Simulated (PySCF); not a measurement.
CH$_{4}$F$_{2}$OSn, singlet, at a GFN2-xTB geometry (such geometries of metal compounds can be far from the true shape) (core potentials on Sn).

PySCF was given this input:
```python
from pyscf import gto, scf, dft

mol = gto.M(
    atom='''
C    -2.10260466   -0.63348137   -0.01693539
Sn   -0.03105665   -0.03330528   -0.01132416
O     1.31181196   -1.23367567   -0.72059899
F     0.30505315    1.64016827   -0.97684497
F     0.66091734    0.40402668    1.77105832
H    -2.40395216   -0.75365054    1.01789993
H    -2.66311381    0.15558279   -0.50645376
H    -2.16181490   -1.56737300   -0.56384233
H     2.20911099   -0.89675621   -0.66291162
''',
    basis='def2-svpd',
    ecp={'Sn': 'def2-svpd'},
    verbose=4,
    max_memory=1800,
)

mf = dft.RKS(mol)
mf.xc = 'b3lyp'
mf = mf.density_fit(auxbasis='def2-universal-jkfit')
mf.kernel()
```

Task: What does this run give for the Mulliken (on the basis functions themselves) charges in atom order, total energy, HOMO energy, dipole moment?

Result: 
```
Quantity                                                                                                                                             Value
------------------------------------------------------------------  --------------------------------------------------------------------------------------
Mulliken (on the basis functions themselves) charges in atom order  C1 0.33, Sn2 1.98, O3 -0.82, F4 -0.70, F5 -0.70, H6 -0.08, H7 -0.08, H8 -0.08, H9 0.16
total energy                                                                                                                                  -529.6547 Eh
HOMO energy                                                                                                                                       -9.25 eV
dipole moment                                                                                                                                       3.82 D
```

Task: Roughly what does it cost on one core?

Result: about 14 core-seconds (a rough figure).
